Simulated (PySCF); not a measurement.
C₄H₁₂O₃Si, charge -1, doublet, at the geometry of the source list (a state made from the parent by changing its charge; the spin is typed, not shown lowest) (in this run its highest filled SCF level lies above zero, so its values depend strongly on the basis, on diffuse functions most of all). Base run: SCAN/STO-3G in PySCF.

Input for PySCF:
```python
from pyscf import gto, scf, dft

mol = gto.M(
    atom='''
C    -2.36020000   -1.27880000   -0.52230000
O    -1.50130000   -0.18120000   -0.65810000
Si   -0.00020000   -0.00160000   -0.06600000
C     0.00500000    0.04540000    1.84420000
O     0.60510000    1.36420000   -0.70190000
C     0.08180000    2.66080000   -0.62600000
O     0.89080000   -1.23220000   -0.63870000
C     2.27380000   -1.42340000   -0.53130000
H    -1.89410000   -2.17990000   -0.92450000
H    -2.61030000   -1.44680000    0.52810000
H    -3.27190000   -1.05500000   -1.07920000
H    -0.66120000    0.81350000    2.22740000
H     0.99650000    0.25380000    2.23670000
H    -0.31710000   -0.90150000    2.26870000
H    -0.92450000    2.69130000   -1.04710000
H     0.74110000    3.31650000   -1.19770000
H     0.04330000    3.00240000    0.41130000
H     2.81060000   -0.58400000   -0.97650000
H     2.52180000   -2.34380000   -1.06310000
H     2.57090000   -1.51980000    0.51590000
''',
    basis='sto-3g',
    charge=-1,
    spin=1,
    verbose=4,
)

mf = dft.UKS(mol)
mf.xc = 'scan'
mf.kernel()
mf.analyze()
```

Variants of this job, named by their change:

```csv
change,ΔE vs base (mEh),grid points,electrons on the grid
base,0.000,235600,75.00003
grids.radi_method = mura_knowles,2.970,224928,75.00003
grids.level = 2,-6.765,154848,75.00007
grids.becke_scheme = stratmann,-0.005,235600,75.00004
grids.prune = off,-0.004,374472,75.00003
"grids.atom_grid = (50, 194)",-11.824,131832,74.99996
"grids.atom_grid = (99, 590)",2.304,647448,75.00000
grids.level = 4,2.748,416632,75.00000
grids.level = 5,2.102,626880,75.00000
"grids.atom_grid = (150, 974)",-0.995,1617960,75.00000
grids.level = 7,-1.589,1295112,75.00000
```

Open shells are given as the SCF converged; they aren't shown to be the lowest states, and a large step between rows can be another state.
